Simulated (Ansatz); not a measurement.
Consider the redistribution: `C[O][Ge]([O]C)([O]C)[Se]C` + `Cl[Si](Cl)(Cl)[GeH3]` → `C[Se][GeH3]` + `C[O][Ge]([O]C)([O]C)[Si](Cl)(Cl)Cl`.

Calculated with Ansatz (gas phase, PBE0-D4/def2-TZVP geometries, no zero-point term in ΔE). CCSD(T)/CBS adds triple-zeta CCSD(T) − MP2 to the extrapolated MP2 energy (def2 sets, frozen cores). For Ge, Se outer-core shells are correlated without core-valence functions, which leaves a few kJ/mol of doubt a bond. Scalar relativity is left out up to krypton. Each species was taken in one conformer, which may not be the lowest.

```json
{"species": "`C[O][Ge]([O]C)([O]C)[Se]C`", "CCSD/def2-SVP energy (Eh)": "-4859.12048"}
{"species": "`Cl[Si](Cl)(Cl)[GeH3]`", "CCSD/def2-SVP energy (Eh)": "-3744.68080"}
{"species": "`C[Se][GeH3]`", "CCSD/def2-SVP energy (Eh)": "-4516.64204"}
{"species": "`C[O][Ge]([O]C)([O]C)[Si](Cl)(Cl)Cl`", "CCSD/def2-SVP energy (Eh)": "-4087.15282"}
```

Work out ΔE.

ΔE = (-4516.64204) + (-4087.15282) − (-4859.12048) − (-3744.68080) = 0.00642 Eh = +16.9 kJ/mol. CCSD(T)/CBS gives +23.0 kJ/mol.

Largest T1 diagnostic among the species: 0.012.

At CCSD(T), def2-SVP lies −5.5 kJ/mol from the extrapolated value and def2-TZVPP −1.6 kJ/mol. Leaving LDA and LC-ωPBE aside and taking each functional with its dispersion term where it has one, the values, not all of them listed here, spread over 6.8 kJ/mol, from BLYP-D4 to PBE-QIDH. LDA lies +4.8 kJ/mol from PBE without D4. In def2-TZVPP, CCSD(T) changes the Hartree–Fock value by +7.6 kJ/mol (the triples alone add +0.5 kJ/mol) and MP2 by +10.0 kJ/mol.
